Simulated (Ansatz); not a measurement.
The cluster PbSe2⁺. Charge 1, multiplicity 4. Geometry r2SCAN-D4/def2-TZVP; atoms count from 1.

Cartesian coordinates in Å:
```
Pb 0.9210 -0.4176 -1.6723
Se 0.4833 0.1183 1.3785
Se -1.4043 0.2993 0.2938
```

In the def2 sets Pb takes a core potential; there is no spin–orbit coupling. At PBE0-D4/def2-TZVP a doublet of charge 1 lies 1.97 eV below the quartet, each at its own geometry. The structure comes from a short search, and lower isomers may exist.

(1) Estimate the Mulliken populations from the PBE0/def2-TZVP orbitals of Ansatz.

(2) Where does the spin sit?

(3) And the Mayer bond orders between bonded heavy atoms (over 0.3)?

## Answers

(1) 
```csv
atom,charge (e),spin (α − β)
Pb1,0.64,1.07
Se2,0.18,0.96
Se3,0.18,0.96
```
Mulliken values and Mayer orders depend strongly on the basis.

(2) Summed by element: Pb 1.07, Se 1.93, of 3 unpaired in all. Largest on single atoms: Pb1 1.07, Se3 0.96, Se2 0.96.

(3) Pb1–Se2 0.34 (3.13 Å); Pb1–Se3 0.34 (3.13 Å); Se2–Se3 1.92 (2.18 Å).
